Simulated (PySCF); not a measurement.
Run record: geometry optimisation, `[F][Cs]`.

Computed with PBE0-D3(BJ)/def2-SVP geometry optimisation, gas phase, def2 core potentials past Kr (PySCF 2.14.0). Start geometry: GFN2-xTB. The input is one job of a driver script: a line of settings, then coordinates in Å.

Input:
```
{"job": {"xc": "PBE0", "basis": "def2-SVP", "d3": "d3bj", "grid": 1, "maxiter": 30, "shake": 0.01, "kind": "geom"}, "charge": 0, "multiplicity": 1}
F      1.175620    -0.027960     0.000750
Cs    -1.158130    -0.000860    -0.012870
```

Output:
```
step   0  E = -119.85791876  max force = 0.011164
step   1  E = -119.85631157  max force = 0.018317
step   2  E = -119.85849087  max force = 0.006910
step   3  E = -119.85877561  max force = 0.002602
step   4  E = -119.85894180  max force = 0.000543
step   5  E = -119.85931526  max force = 0.001112
step   6  E = -119.85498650  max force = 0.015746
step   7  E = -119.85817537  max force = 0.011402
step   8  E = -119.85876887  max force = 0.007038
step   9  E = -119.85951620  max force = 0.003897
step  10  E = -119.85993829  max force = 0.001023
step  11  E = -119.85999214  max force = 0.000980
step  12  E = -119.85998799  max force = 0.000987
step  13  E = -119.85998977  max force = 0.000983
optimisation converged
```

Energies in Eh; «max force» is the largest Cartesian gradient component in Eh/bohr.

How much energy does the optimisation release, in eV?

E(step 0) − E(last step) = 0.002071 Eh, which is 0.056 eV.

Main results: final energy -119.85999 Eh after 13 steps; dipole 7.68 D.

Give the final coordinates.

0.029 Å rms from the input after alignment:
```
atom  x, y, z in Å
F1     1.1890   -0.1854    0.0825
Cs2   -1.1721    0.1563   -0.0939
```

Hardware: one thread of an Intel Xeon 6975P-C, on a shared host. Cost: 4.6 s wall, 0.25 GiB resident at most.
Labels such as C1 count atoms from 1, the log's own numbers from 0.
